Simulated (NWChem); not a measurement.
System: BiH2F; SMILES [F][BiH2]

The following NWChem deck was run.

```
start job
memory heap 200 mb stack 900 mb global 1100 mb
geometry units angstroms noautoz
  Bi     0.028091     0.137515     0.000000
  H     -1.274710     0.275667    -1.277193
  H     -1.274710     0.275667     1.277193
  F      0.076366    -1.929728     0.000000
end
basis spherical
  * library def2-tzvp
end
ecp
  Bi library def2-ecp
end
dft
  xc xpbe96 cpbe96
  iterations 150
  vectors input atomic output neutral.movecs
end
task dft energy
charge 1
dft
  odft
  mult 2
  vectors input atomic output cation.movecs
end
task dft energy
```

Parts of the log:

```
             Northwest Computational Chemistry Package (NWChem) 7.3.0
             --------------------------------------------------------

 CS  symmetry detected

                             Geometry "geometry" -> ""
                             -------------------------

 Output coordinates in angstroms (scale by  1.889725989 to convert to a.u.)

  No.       Tag          Charge          X              Y              Z
 ---- ---------------- ---------- -------------- -------------- --------------
    1 Bi                  83.0000     0.03005181     0.19403796     0.00000000
    2 H                    1.0000    -1.26697873     0.37866782    -1.27719300
    3 H                    1.0000    -1.26697873     0.37866782     1.27719300
    4 F                    9.0000     0.00440632    -1.87360959     0.00000000

 Effective nuclear repulsion energy (a.u.)     242.6870804641

      Symmetry information
      --------------------

 Group name             Cs
 Group number              2
 Group order               2
 No. of unique centers     3

 Summary of "ao basis" -> "ao basis" (spherical)
 ------------------------------------------------------------------------------
       Tag                 Description            Shells   Functions and Types
 ---------------- ------------------------------  ------  ---------------------
 Bi                        def2-tzvp                16       50   6s5p3d2f
 H                         def2-tzvp                 4        6   3s1p
 F                         def2-tzvp                11       31   5s3p2d1f

      Symmetry analysis of basis
      --------------------------

        a'         60
        a"         33

            General Information
            -------------------
          SCF calculation type: DFT
          Wavefunction type:  closed shell.
          No. of atoms     :     4
          No. of electrons :    34
           Alpha electrons :    17
            Beta electrons :    17
          Charge           :     0
          Spin multiplicity:     1
          Use of symmetry is: on ; symmetry adaption is: on
          Maximum number of iterations: 150
          AO basis - number of functions:    93
                     number of shells:    35
          Convergence on energy requested:  1.00D-06
          Convergence on density requested:  1.00D-05
          Convergence on gradient requested:  5.00D-04

              XC Information
              --------------
          PerdewBurkeErnzerhof Exchange Functional  1.000
            Perdew 1991 LDA Correlation Functional  1.000 local
           PerdewBurkeErnz. Correlation Functional  1.000 non-local

             Grid Information
             ----------------
          Grid used for XC integration:  medium
          Radial quadrature: Mura-Knowles
          Angular quadrature: Lebedev.
          Tag              B.-S. Rad. Rad. Pts. Rad. Cut. Ang. Pts.
          ---              ---------- --------- --------- ---------
          Bi                  1.60      123           8.0       590
          H                   0.35       45           9.0       434
          F                   0.50       49           9.0       434
          Grid pruning is: on
          Number of quadrature shells:   217
          Spatial weights used:  Erf1

      Superposition of Atomic Density Guess
      -------------------------------------

 Sum of atomic energies:        -345.84235748

      Non-variational initial energy
      ------------------------------

 Total energy =    -313.797221
 1-e energy   =    -652.091368
 2-e energy   =     268.506630
 HOMO         =      -0.298745
 LUMO         =      -0.054055

      Symmetry analysis of molecular orbitals - initial
      -------------------------------------------------

  Numbering of irreducible representations:

     1 a'          2 a"

  Orbital symmetries:

     1 a'          2 a'          3 a'          4 a"          5 a'
     6 a'          7 a"          8 a'          9 a'         10 a"
    11 a'         12 a'         13 a'         14 a"         15 a'
    16 a"         17 a'         18 a'         19 a"         20 a'
    21 a'         22 a"         23 a'         24 a'         25 a'
    26 a"         27 a'

   convergence    iter        energy       DeltaE   RMS-Dens  Diis-err
 ---------------- ----- ----------------- --------- --------- ---------
 d= 0,ls=0.0,diis     1   -315.5546814975 -3.85D+02  3.14D-02  9.07D-01
 d= 0,ls=0.0,diis     2   -313.6160515766  1.94D+00  2.33D-02  2.10D+01
 d= 0,ls=0.0,diis     3   -315.6432607756 -2.03D+00  3.94D-03  1.13D-01
 d= 0,ls=0.0,diis     4   -315.6518155635 -8.55D-03  2.11D-03  2.12D-02
 d= 0,ls=0.0,diis     5   -315.6543645675 -2.55D-03  5.27D-04  4.01D-03
  Resetting Diis
 d= 0,ls=0.0,diis     6   -315.6547601660 -3.96D-04  1.12D-04  4.22D-04
 d= 0,ls=0.0,diis     7   -315.6547904057 -3.02D-05  8.18D-05  1.27D-05
 d= 0,ls=0.0,diis     8   -315.6547811766  9.23D-06  4.82D-05  1.18D-04
 d= 0,ls=0.0,diis     9   -315.6547919547 -1.08D-05  1.01D-05  1.26D-06
 d= 0,ls=0.0,diis    10   -315.6547921020 -1.47D-07  3.22D-06  2.42D-07

         Total DFT energy =     -315.654792102022
      One electron energy =     -653.245116812966
           Coulomb energy =      296.050042632707
    Exchange-Corr. energy =      -28.247235164039
 Nuclear repulsion energy =       69.787517242276

 Numeric. integr. density =       33.999995697782

                  Occupations of the irreducible representations
                  ----------------------------------------------

                     irrep           alpha         beta
                     --------     --------     --------
                     a'               12.0         12.0
                     a"                5.0          5.0

                       DFT Final Molecular Orbital Analysis
                       ------------------------------------

 Vector   15  Occ=2.000000D+00  E=-3.130737D-01  Symmetry=a'
              MO Center=  3.4D-02, -1.5D+00, -5.8D-13, r^2= 1.6D+00
   Bfn.  Coefficient  Atom+Function         Bfn.  Coefficient  Atom+Function
  ----- ------------  ---------------      ----- ------------  ---------------
    68      0.427279  4 F  px                71      0.339210  4 F  px
    74      0.251224  4 F  px                10     -0.170356  1 Bi px
    16      0.159128  1 Bi px                 5      0.138472  1 Bi s
    13      0.124853  1 Bi px                 3     -0.118767  1 Bi s
    69     -0.112706  4 F  py                 6      0.108086  1 Bi s

 Vector   16  Occ=2.000000D+00  E=-2.789186D-01  Symmetry=a"
              MO Center= -4.8D-01, -6.1D-01, -8.4D-14, r^2= 3.1D+00
   Bfn.  Coefficient  Atom+Function         Bfn.  Coefficient  Atom+Function
  ----- ------------  ---------------      ----- ------------  ---------------
    70      0.345647  4 F  pz                73      0.271570  4 F  pz
    12      0.220722  1 Bi pz                76      0.215880  4 F  pz
    18     -0.203901  1 Bi pz                52      0.183963  2 H  s
    58     -0.183963  3 H  s                 15     -0.164679  1 Bi pz
    53      0.150212  2 H  s                 59     -0.150212  3 H  s

 Vector   17  Occ=2.000000D+00  E=-2.545393D-01  Symmetry=a'
              MO Center= -2.3D-01, -1.2D-01,  6.1D-14, r^2= 3.4D+00
   Bfn.  Coefficient  Atom+Function         Bfn.  Coefficient  Atom+Function
  ----- ------------  ---------------      ----- ------------  ---------------
     6      0.298437  1 Bi s                 10     -0.299035  1 Bi px
    16      0.289093  1 Bi px                 5      0.277859  1 Bi s
     3     -0.249639  1 Bi s                 68     -0.243572  4 F  px
    13      0.221504  1 Bi px                71     -0.189770  4 F  px
    52     -0.179531  2 H  s                 58     -0.179531  3 H  s

 Vector   18  Occ=0.000000D+00  E=-9.654538D-02  Symmetry=a'
              MO Center=  1.7D-03,  2.1D-01,  5.5D-15, r^2= 3.9D+00
   Bfn.  Coefficient  Atom+Function         Bfn.  Coefficient  Atom+Function
  ----- ------------  ---------------      ----- ------------  ---------------
    20      0.519674  1 Bi py                17      0.398560  1 Bi py
    11     -0.375832  1 Bi py                14      0.296837  1 Bi py
     5     -0.258044  1 Bi s                 69      0.216008  4 F  py
    67      0.192239  4 F  s                 72      0.178033  4 F  py
     3      0.136037  1 Bi s                 75      0.132998  4 F  py

 Vector   19  Occ=0.000000D+00  E=-4.371306D-02  Symmetry=a"
              MO Center= -1.0D-01,  2.8D-01,  4.1D-16, r^2= 4.4D+00
   Bfn.  Coefficient  Atom+Function         Bfn.  Coefficient  Atom+Function
  ----- ------------  ---------------      ----- ------------  ---------------
    53      0.680975  2 H  s                 59     -0.680975  3 H  s
    21      0.671425  1 Bi pz                18      0.540943  1 Bi pz
    12     -0.319832  1 Bi pz                15      0.223365  1 Bi pz
    25      0.171540  1 Bi d  1              52      0.170239  2 H  s
    58     -0.170239  3 H  s                 51      0.100876  2 H  s

 Vector   20  Occ=0.000000D+00  E=-2.716505D-02  Symmetry=a'
              MO Center= -1.3D-01,  3.3D-01, -5.3D-14, r^2= 5.3D+00
   Bfn.  Coefficient  Atom+Function         Bfn.  Coefficient  Atom+Function
  ----- ------------  ---------------      ----- ------------  ---------------
    53      0.931938  2 H  s                 59      0.931938  3 H  s
    19      0.777156  1 Bi px                 6     -0.711323  1 Bi s
    16      0.512282  1 Bi px                 5     -0.495652  1 Bi s
     3      0.332648  1 Bi s                 10     -0.263752  1 Bi px
     2     -0.194194  1 Bi s                 13      0.176814  1 Bi px

     Multipole analysis of the density
     ---------------------------------

     L   x y z        total         alpha         beta         nuclear
     -   - - -        -----         -----         ----         -------
     0   0 0 0     -0.000000    -17.000000    -17.000000     34.000000

[...]
```

Level: PBE/def2-TZVP with def2 effective core potentials on Bi, vertical spin-unrestricted ions. The geometry was optimised at PBE-D3(BJ)/def2-SVP. def2 effective core potentials on Bi; no spin-orbit coupling.
